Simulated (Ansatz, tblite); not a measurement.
Cost and result up the ladder for the cluster MoPt₃ (the lowest singlet isomer of a short search) (4 atoms). The state is a singlet with charge 0. Geometry: PBE-D4/def2-SVP.

Cartesian coordinates in Å:
```
Mo -0.1939 -0.2805 0.2119
Pt 1.9319 -0.4755 0.8849
Pt -0.5508 -0.8752 -1.9163
Pt -1.1872 1.6311 0.8195
```

Ansatz on 4 threads of Arm Neoverse V2 on a shared host; xTB runs through tblite on one thread. Times are rough, summed over both states, and most runs start from the orbitals of an earlier one. ωB97M-V/def2-TZVP serves as the yardstick here, not as an exact answer. The other state is a triplet at its own geometry, which has other bonds, so the gap mixes isomer and spin.

In the def2 sets Mo, Pt take a core potential; there is no spin–orbit coupling. The xTB rows come from tblite. HSE06 is defined as in plane-wave codes, on full-range PBE exchange. Correlated methods freeze no core orbitals; core or outer-core shells of Mo, Pt are correlated, in sets that lack core-valence functions. The structure comes from a short search, and lower isomers may exist.

Run but left out: HF/def2-TZVP, PBE-QIDH/def2-TZVP, MP2/def2-TZVP (singlet: restricted singlet, unstable towards broken spin symmetry).

Correlated methods converge slowly with the basis.

xTB has no spin-polarisation term.

```csv
level,functions,wall time,triplet − singlet (eV),difference from ωB97M-V/def2-TZVP (eV),remarks
GFN1-xTB,36,0.011 s,0.68,1.10,–
GFN2-xTB,36,0.019 s,-0.02,0.40,–
LDA (SPW92)/def2-TZVP,160,4.2 s,0.52,0.94,"restricted, untested (singlet)"
PBE-D4/def2-TZVP,160,8.8 s,0.32,0.75,–
HSE06-D4/def2-TZVP,160,15 s,-0.14,0.28,–
RPA@PBE/def2-TZVP,160,20 s,0.42,0.84,–
r2SCAN-D4/def2-TZVP (with forces),160,23 s,0.11,0.53,–
PBE0-D4/def2-TZVP,160,24 s,-0.16,0.26,–
ωB97M-V/def2-TZVP,160,2 min,-0.42,0.00,–
```
